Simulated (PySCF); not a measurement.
Species: C6H13PS.
SMILES with atom numbers: `[CH3:1][C@@H:2]1[CH2:3][CH2:4][CH2:5][P@H:6](=[S:7])[CH2:8]1`

Probes without a nucleus sit at each ring's centroid and 1 Å off its mean plane on both sides; NICS is minus the shielding there, NICSzz its component along the normal. Level: GIAO PBE0/pcSseg-1 (PySCF, non-relativistic, gas phase) on the GFN2-xTB geometry, one conformer.

Ring bond lengths (Å), with Mayer bond orders in brackets: C2–C3 1.531 (0.99), C3–C4 1.527 (1.04), C4–C5 1.524 (1.01), C5–P6 1.833 (0.90), P6–C8 1.832 (0.89), C8–C2 1.528 (0.98).

Question: Give the NICS values of each ring in ppm.

Answer: 
```tsv
ring	type	NICS(0)	NICS(1), two faces	NICS(1)zz, two faces	rms pucker (Å)	centre to ring atoms, mean (Å)
C2–C3–C4–C5–P6–C8	6-membered ring with P; formal bonds all single	-3.1	-2.5 / -2.8	3.7 / 2.7	0.25	1.56
```

Question: What do they say, and how far can they be read as aromaticity?

Answer: 
- C2–C3–C4–C5–P6–C8: mean NICS(1)zz 3.2 ppm, deshielded. C2, C3, C4, C5, P6, C8 have four or more neighbours; no verdict on aromaticity is drawn.

Question: Give the inner angles of the rings and the Hirshfeld charges of the ring atoms.

Answer: 
- C2–C3–C4–C5–P6–C8: C2 110.9° (-0.019 e), C3 112.9° (-0.069 e), C4 112.2° (-0.066 e), C5 111.6° (-0.107 e), P6 102.2° (+0.316 e), C8 112.5° (-0.109 e); sum 662.4° against 720° for a flat convex ring.

Question: What are the shieldings of the ring atoms and their hydrogens in the same run (means over atoms taken as equivalent)?

Answer: 
| atoms | environment | σ isotropic (ppm) |
| --- | --- | --- |
| C2 | sp3 CH carbon | 151.6 |
| C3 | ring CH2 carbon | 148.6 |
| C4 | ring CH2 carbon | 159.2 |
| C5 | sp3 carbon bound to phosphorus | 148.8 |
| P6 | phosphorus bonded to 2 C, S and H | 321.8 |
| C8 | sp3 carbon bound to phosphorus | 140.4 |
| H on C2 | methine hydrogen | 30.37 |
| H on C3 | methylene hydrogen | 30.13 |
| H on C3 | methylene hydrogen | 30.94 |
| H on C4 | methylene hydrogen | 30.30 |
| H on C4 | methylene hydrogen | 29.66 |
| H on C5 | methylene hydrogen | 29.50 |
| H on C5 | methylene hydrogen | 30.15 |
| H on P6 | P–H hydrogen | 24.91 |

The list is cut; further classes of hydrogen are left out.
